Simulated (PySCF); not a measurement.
Electronic structure of Ar¹⁴⁺ (argon, charge +14) at the UHF level

Configuration: [He] 2s2, closed-shell 1S. Computed with PySCF 2.14 in an even-tempered Gaussian basis (17 s from 2.4 bohr⁻², ratio 2.2; 9 p from 3.8 bohr⁻², ratio 2.4; 6 d from 11 bohr⁻², ratio 2.4; 5 f from 17 bohr⁻², ratio 2.4; 4 g from 26 bohr⁻², ratio 2.4), with no relativity, point nucleus.

```
Total energy                                     : -377.535235 hartree
One-electron energy                              : -404.1774 hartree
Hartree (Coulomb) energy                         : 40.7938 hartree
Exchange energy                                  : -14.1516 hartree
Kinetic energy                                   : 377.53564 hartree
⟨S²⟩                                             : 0.0000
⟨L²⟩                                             : 0.000
Sum of ⟨r⟩                                       : 0.8996 bohr
Sum of ⟨r²⟩                                      : 0.3298 bohr²
Density at the nucleus (Gaussians lack the cusp) : 3890 bohr⁻³
```

| shell | electrons | mean orbital energy (hartree) | rms radius, mean of both spins (bohr) |
| --- | --- | --- | --- |
| 1s | 2 | -144.34706 | 0.0986 |
| 2s | 2 | -31.09946 | 0.394 |
